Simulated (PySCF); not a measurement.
How do the members of this family differ from one of them?

PySCF, wB97X-D/def2-SVPD, density fitting, gas phase; each molecule at its own PBE0-D3(BJ)/def2-SVP geometry, one conformer. Singlet excitations by full TDDFT with frozen cores and triplets by Tamm–Dancoff TDDFT. 

Reference: `C[Si](C)(C)C`, with HOMO energy -10.21 eV, LUMO energy 2.11 eV, lowest singlet excitation 8.26 eV, lowest triplet excitation 8.11 eV, mean polarisability 76.4 au and dipole moment 0.01 D.

Changes against it:

| molecule | change | Δ HOMO energy (eV) | Δ LUMO energy (eV) | Δ lowest singlet excitation (eV) | Δ lowest triplet excitation (eV) | Δ mean polarisability (au) | Δ dipole moment (D) |
| --- | --- | --- | --- | --- | --- | --- | --- |
| O[Si](O)(O)O | ligand (all four): Me to OH | -1.07 | -0.80 | -0.11 | -0.19 | -37.2 | 0.00 |
| Cl[Si](Cl)(Cl)Cl | ligand (all four): Me to Cl | -1.34 | -1.52 | -0.77 | -1.04 | -1.0 | 0.00 |
| [H][Si]([H])([H])[H] | ligand (all four): Me to H | -1.56 | -0.13 | +1.01 | +0.70 | -44.6 | 0.00 |
| Br[Si](Br)(Br)Br | ligand (all four): Me to Br | -0.38 | -2.38 | -2.39 | -2.61 | +31.7 | +0.01 |

Rows whose labels were lost:

```csv
row,Δ HOMO energy (eV),Δ LUMO energy (eV),Δ lowest singlet excitation (eV),Δ lowest triplet excitation (eV),Δ mean polarisability (au),Δ dipole moment (D)
P,-4.76,-0.85,+2.91,+2.75,-53.6,0.00
Q,-3.09,-3.40,-1.70,-2.54,+3.6,+0.03
R,-0.10,-0.67,-2.43,-2.75,+60.4,+0.14
```

Question: Which row belongs to which of `CC(=O)O[Si](OC(C)=O)(OC(C)=O)OC(C)=O` (ligand (all four): Me to OAc1), `N#C[Si](C#N)(C#N)C#N` (ligand (all four): Me to CN) and `F[Si](F)(F)F` (ligand (all four): Me to F)?

Answer: P = `F[Si](F)(F)F`, Q = `N#C[Si](C#N)(C#N)C#N` and R = `CC(=O)O[Si](OC(C)=O)(OC(C)=O)OC(C)=O`. P and Q are told apart most clearly by the mean polarisability (-53.6 against +3.6 au); P and R are told apart most clearly by the mean polarisability (-53.6 against +60.4 au); Q and R are told apart most clearly by the mean polarisability (+3.6 against +60.4 au).

Question: Which row has the smallest HOMO–LUMO gap and which the largest, and does the HOMO or the LUMO shift more there?

Answer: Smallest, counted from the reference: `Br[Si](Br)(Br)Br`, -2.00 eV (HOMO -0.38, LUMO -2.38), the larger shift being that of the LUMO. Largest: P, +3.91 eV (HOMO -4.76, LUMO -0.85), the larger shift being that of the HOMO.
